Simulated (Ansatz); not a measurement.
Ca₆O₅⁻. The state is a doublet with charge -1. Geometry PBE-D4/def2-SVP, that of the neutral singlet; atoms count from 1.

| atom | x (Å) | y (Å) | z (Å) |
| --- | --- | --- | --- |
| Ca1 | 1.203 | 1.025 | 0.248 |
| Ca2 | -1.268 | -0.998 | 0.035 |
| Ca3 | -1.819 | -0.100 | 3.023 |
| Ca4 | 1.791 | 0.172 | -2.764 |
| Ca5 | 4.300 | 2.447 | -2.143 |
| Ca6 | -4.417 | -2.305 | 2.371 |
| O7 | -2.740 | -1.427 | 1.599 |
| O8 | -0.397 | 0.345 | 1.550 |
| O9 | -0.111 | 0.247 | -1.538 |
| O10 | 2.672 | 1.488 | -1.341 |
| O11 | 0.786 | -0.894 | -1.039 |

The structure holds one bond between oxygen atoms, so isomers without such links may lie far lower. The structure comes from a short search, and lower isomers may exist.

**Question.** Estimate the Mulliken populations from the PBE0/def2-SVP orbitals of Ansatz.

**Answer.** 
| atom | charge (e) | spin (α − β) |
| --- | --- | --- |
| Ca1 | 1.16 | -0.07 |
| Ca2 | 1.16 | -0.08 |
| Ca3 | 0.27 | 0.55 |
| Ca4 | 0.44 | 0.48 |
| Ca5 | -0.18 | 0.03 |
| Ca6 | -0.19 | 0.09 |
| O7 | -0.87 | 0.01 |
| O8 | -0.87 | 0.00 |
| O9 | -0.54 | 0.00 |
| O10 | -0.87 | 0.01 |
| O11 | -0.54 | 0.00 |
Mulliken values and Mayer orders depend strongly on the basis.

**Question.** Where does the spin sit?

**Answer.** Summed by element: Ca 0.99, O 0.01, of 1 unpaired in all. Largest on single atoms: Ca3 0.55, Ca4 0.48, Ca6 0.09.

**Question.** And the Mayer bond orders between bonded heavy atoms (over 0.3)?

**Answer.** Ca1–O8 0.68 (2.17 Å); Ca1–O10 0.55 (2.21 Å); Ca2–O7 0.59 (2.19 Å); Ca2–O8 0.45 (2.20 Å); Ca3–Ca6 0.43 (3.47 Å); Ca3–O7 0.51 (2.15 Å); Ca3–O8 0.73 (2.10 Å); Ca4–Ca5 0.49 (3.44 Å); Ca4–O9 0.32 (2.26 Å); Ca4–O10 0.56 (2.13 Å); Ca4–O11 0.32 (2.26 Å); Ca5–O10 0.75 (2.05 Å); Ca6–O7 0.76 (2.05 Å); O9–O11 0.88 (1.53 Å). Values over 0.3 also appear between atoms too far apart for a bond (Ca3–Ca4 0.41 at 6.83 Å); they arise where an orbital or an unpaired electron spreads over both atoms.
